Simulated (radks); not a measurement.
The numbers below are computed, except where a source is named.
Gd+, 63 electrons, occupied as [Xe] 4f7 5d1 6s1.

Level of theory: scalar-relativistic Kohn-Sham, PBE, spin-polarised, spherical densities, finite nucleus; open shells are filled with parallel spins first (spin-orbit coupling, left out, can overturn this in heavy ions); Fermi nuclear charge, rms radius 5.1569 fm (a radial shooting solver on a logarithmic mesh with Libxc functionals).

Energy parts (hartree):
total: -11270.3982
kinetic: 12100.2589
electron-nucleus: -27477.8908
Hartree: 4356.0343
exchange-correlation: -248.8006

Orbitals (lengths in bohr, moments of r in powers of bohr):
| orbital | occ. | eigenvalue (hartree) | <r> |
|---|---|---|---|
| 1s up | 1 | -1841.157 | 0.02191 |
| 1s down | 1 | -1841.157 | 0.02191 |
| 2s up | 1 | -304.1699 | 0.09329 |
| 2s down | 1 | -304.1668 | 0.09328 |
| 2p up | 3 | -270.7237 | 0.08237 |
| 2p down | 3 | -270.7215 | 0.08237 |
| 3s up | 1 | -67.62315 | 0.2445 |
| 3s down | 1 | -67.52650 | 0.2443 |
| 3p up | 3 | -57.25889 | 0.2431 |
| 3p down | 3 | -57.16263 | 0.2428 |
| 3d up | 5 | -43.56076 | 0.2213 |
| 3d down | 5 | -43.48653 | 0.2210 |
| 4s up | 1 | -13.87385 | 0.5530 |
| 4s down | 1 | -13.64740 | 0.5530 |
| 4p up | 3 | -10.45725 | 0.5853 |
| 4p down | 3 | -10.23235 | 0.5854 |
| 4d up | 5 | -5.72916 | 0.6359 |
| 4d down | 5 | -5.50613 | 0.6368 |
| 4f up | 7 | -0.61639 | 0.8534 |
| 4f down | 0 | -0.41449 | 0.8973 |
| 5s up | 1 | -2.10262 | 1.326 |
| 5s down | 1 | -1.97341 | 1.345 |
| 5p up | 3 | -1.26855 | 1.550 |
| 5p down | 3 | -1.16408 | 1.577 |
| 5d up | 1 | -0.33187 | 2.517 |
| 5d down | 0 | -0.26190 | 2.578 |
| 6s up | 1 | -0.36000 | 3.594 |

The highest occupied level is 5d up at -9.031 eV. The configuration is held as typed, so some empty levels lie below it. For comparison, the ionisation energy in NIST's Atomic Spectra Database is 12.08 eV (semi-empirical). In exact Kohn-Sham theory the highest level is minus the ionisation energy, but local and semilocal functionals leave it too shallow, through self-interaction and a potential that decays too fast; potentials with the right tail come closer. The electron density at the nucleus is 6.582e+05 e/bohr^3 (large components only).
